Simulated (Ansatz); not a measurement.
Compare A (`C[SiH](F)CF`) with its isomer B (`C[SiH2]C(F)F`).

Gas-phase electronic energies from Ansatz, PBE0-D4/def2-TZVP geometries. CBS: MP2 limit from def2 TZ/QZ plus the TZ coupled-cluster correction, frozen cores. Functionals use def2-TZVPP. B3LYP here is the variant with VWN-RPA as its local correlation; programs differ in this. Each species was taken in one conformer, which may not be the lowest.

Task: Which isomer does CCSD(T)/CBS put lower? Give the gap. (An estimate is asked.)

Result: Ansatz gave: A, by 48.8 kcal/mol.

Task: Give E(B) − E(A) in kcal/mol with CCSD(T)/def2-TZVPP, B3LYP, B3LYP-D4, PBE-D4, B2PLYP, HF/def2-TZVPP, CCSD/def2-TZVPP. (An estimate is asked.)

Result: Ansatz gave: CCSD(T)/def2-TZVPP 47.5, B3LYP 46.7, B3LYP-D4 46.8, PBE-D4 43.6, B2PLYP 47.9, HF/def2-TZVPP 48.8, CCSD/def2-TZVPP 48.1. None reverses the order clearly.

Largest T1 diagnostic: 0.012.

From PBE to PBE0 (25 % exact exchange), in def2-TZVPP and without D4, E(B) − E(A) moves by +1.8 kcal/mol.
